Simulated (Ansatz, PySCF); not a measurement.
C4H8OSi, SMILES C(CO)[SiH2]C#C.

The structure is a stationary point at r2SCAN-D4/def2-SVP. The structure was generated by enumeration, and PubChem lists no compound with its InChIKey, so it may never have been made. Other conformers were not sampled.

Vertical ionisation energy (IE) and electron affinity (EA) in eV. Rows of orbital energies are one-electron estimates. Where ΔSCF, EOM or ADC give a negative EA the extra electron is unbound and the value depends on the basis.

```tsv
level	IE	EA
−ε(HOMO), −ε(LUMO), CAM-B3LYP/def2-TZVP (PySCF)	9.26	-0.96
−ε(HOMO), −ε(LUMO), PBE/def2-TZVP (PySCF)	6.38	1.01
ΔSCF, PBE0/def2-SVPD (Ansatz), final states of multiplicity 2 and 2	9.76	-1.22
ΔSCF, PBE/def2-SVPD (Ansatz), final states of multiplicity 2 and 2	9.25	-0.98
```

Q: What vertical singlet–triplet gap does ΔSCF give with PBE0/def2-SVPD (Ansatz, a first-principles code) and with PBE/def2-SVPD (Ansatz)? (Estimate from the structure and the level; the computed values follow.)

A: 5.01 and 5.06 eV (triplet above singlet where positive).
